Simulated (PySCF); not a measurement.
SMILES CC[Si](C)(C)C (C₅H₁₄Si), singlet at its GFN2-xTB optimised geometry (Å):

```
20

C     -0.4800    -1.0019     2.8662
C     -0.9520    -1.5985     1.5444
Si    -0.2948    -0.6733     0.0000
C      1.6145    -0.6733     0.0000
C     -0.9291    -1.5675    -1.5619
C     -0.9275     1.1282     0.0000
H     -0.8041     0.0319     2.9581
H     -0.8824    -1.5595     3.7109
H      0.6050    -1.0253     2.9315
H     -2.0433    -1.6019     1.5317
H     -0.6441    -2.6447     1.5028
H      2.0069    -0.2274    -0.9090
H      2.0115    -1.6819     0.0666
H      2.0123    -0.1080     0.8373
H     -0.5761    -2.5932    -1.6036
H     -2.0139    -1.5935    -1.5923
H     -0.5889    -1.0681    -2.4635
H     -2.0123     1.1680     0.0338
H     -0.6090     1.6559    -0.8940
H     -0.5522     1.6819     0.8552
```

Level of theory: B3LYP/def2-SVP (PySCF). Cells within 0.4 Å of a nucleus heavier than hydrogen are left out (blank, or x).

Map of the electron localisation function on the plane z = 0.0 Å:

```
|000000000000000000000000000|
|000000000000000000000000000|
|000000000000000000000000000|
|000000000000000000000000000|
|000000000000000000000000000|
|000000000000000000000000000|
|000002211122100000000000000|
|000047875345420000000000000|
|000289998656631000000000000|
|0004999996xx541000000000000|
|0004999996xx541000000000000|
|000189999747862000111000000|
|000026776799973233442100000|
|000000012684004765565200000|
|000000001311x5198xx55200000|
|00000000120xxx098xx24200000|
|000000001211x41983x77410000|
|000000000231003778999830000|
|000000000123322248999961000|
|000000000001110028999972000|
|000000000000000007999961000|
|000000000000000002899720000|
|000000000000000000133100000|
|000000000000000000000000000|
|000000000000000000000000000|
|000000000000000000000000000|
|000000000000000000000000000|
```
Scale: ten equal steps from 0.000 (start of '0') to 1.000 (end of '9'), in the order '0123456789'; x runs from -4.50 to 4.50, y from -4.50 (bottom) to 4.50 (top).
